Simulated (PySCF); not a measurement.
**Working out the ionisation energy of Cu**

Cu [Ar] 3d10 4s1 (2S) → Cu⁺ [Ar] 3d10 (1S). Computed with PySCF 2.14 in aug-cc-pwCVTZ-DK with one added diffuse shell each of s, p, d, f, g type (11s10p8d5f4g, 152 functions), with the spin-free X2C one-electron Hamiltonian (Gaussian nucleus). Frozen: nothing. Energies in hartree (1 hartree = 27.21139 eV):

```csv
part,Cu (lower),Cu⁺ (upper)
UHF,-1653.149685,-1652.907776
MP2 opposite-spin,-0.862441,-0.837390
MP2 same-spin,-0.438987,-0.420209
```

Problem. What does Hartree-Fock give?

Solution. (-1652.907776) − (-1653.149685) = 0.241909 hartree = 6.583 eV.

Problem. What do MP2 and SCS-MP2 (6/5 opposite-spin, 1/3 same-spin) give?

Solution. The opposite-spin parts differ by 0.682 eV and the same-spin parts by 0.511 eV. MP2: 6.583 + (0.682) + (0.511) = 7.776 eV. SCS-MP2: 6.583 + 1.2 × (0.682) + (0.511)/3 = 7.572 eV.

Measured between the centres of the two terms (NIST): 7.726 eV, so MP2 (all electrons) is off by 0.050 eV.

What remains against the reference includes basis incompleteness and correlation beyond second order.
